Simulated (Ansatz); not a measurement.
Consider the formal exchange of groups at the Se–B bond: `B[Se]CF` + CH₃OH → `OC[Se]CF` + BH₃.

Isolated molecules relaxed with PBE0-D4/def2-TZVP in Ansatz; ΔE leaves out vibrations. CCSD(T)/CBS adds triple-zeta CCSD(T) − MP2 to the extrapolated MP2 energy (def2 sets, frozen cores). This one scheme is used for every species. Functionals use def2-TZVPP. B3LYP here is the variant with VWN-RPA as its local correlation; programs differ in this. For Se outer-core shells are correlated without core-valence functions, which leaves a few kJ/mol of doubt a bond. Scalar relativity is left out up to krypton. One conformer a species, not always the lowest.

`B[Se]CF`:

Z-matrix (Å, degrees):
```
C
Se 1 1.956
F 1 1.367 2 111.0
H 1 1.091 2 108.0 3 119.1
H 1 1.090 2 108.1 3 -120.0
B 2 1.893 1 100.4 3 98.5
H 6 1.191 2 116.8 1 -179.5
H 6 1.192 2 119.9 1 1.2
```

CH₃OH:

Z-matrix (Å, degrees):
```
C
O 1 1.409
H 1 1.097 2 112.4
H 1 1.090 2 107.0 3 -118.5
H 1 1.097 2 112.4 3 123.0
H 2 0.959 1 108.5 3 -61.6
```

`OC[Se]CF`:

Cartesian coordinates in Å:
```
O -0.388 -1.612 -0.701
C 0.796 -0.978 -0.336
Se 0.625 0.194 1.232
C -0.616 1.429 0.409
F 0.006 2.310 -0.442
H -0.690 -2.146 0.040
H 1.109 -0.363 -1.178
H 1.601 -1.674 -0.077
H -1.347 0.852 -0.160
H -1.097 1.988 1.212
```

BH₃:

```xyz
4

B     0.000    0.000    0.000
H    -0.596    0.381   -0.961
H     0.126    0.716    0.947
H     0.471   -1.097    0.014
```

| level | ΔE (kJ/mol) | difference from CCSD(T)/CBS |
| --- | --- | --- |
| r2SCAN-D4 | 124.9 | 1.6 |
| PBE0-D4 | 125.7 | 2.4 |
| B3LYP-D4 | 119.3 | -4.0 |
| ωB97X-V | 117.1 | -6.2 |
| ωB97M-V | 118.9 | -4.4 |
| PBE | 128.4 | 5.1 |
| PBE0 | 128.0 | 4.7 |
| B3LYP | 123.5 | 0.2 |
| HF/def2-TZVPP | 116.6 | -6.7 |
| MP2/def2-TZVPP | 121.2 | -2.1 |
| SCS-MP2/def2-TZVPP | 117.9 | -5.4 |
| CCSD(T)/def2-TZVPP | 122.1 | -1.2 |
| HF/def2-QZVPP | 116.5 | -6.8 |
| SCS-MP2/def2-QZVPP | 118.6 | -4.7 |
| HF/CBS(def2) | 116.5 | -6.8 |
| MP2/CBS(def2) | 122.4 | -0.9 |
| CCSD(T)/CBS | 123.3 | 0 |

Largest T1 diagnostic among the species: 0.013.

In def2-TZVPP, CCSD(T) changes the Hartree–Fock value by +5.4 kJ/mol (the triples alone add +0.5 kJ/mol) and MP2 by +4.6 kJ/mol. The D4 term adds −4.3 kJ/mol with B3LYP and −2.4 kJ/mol with PBE0; it sums over pairs of atoms, weighted by their polarisabilities, and B3LYP, whose exchange is more repulsive, gets the larger term.
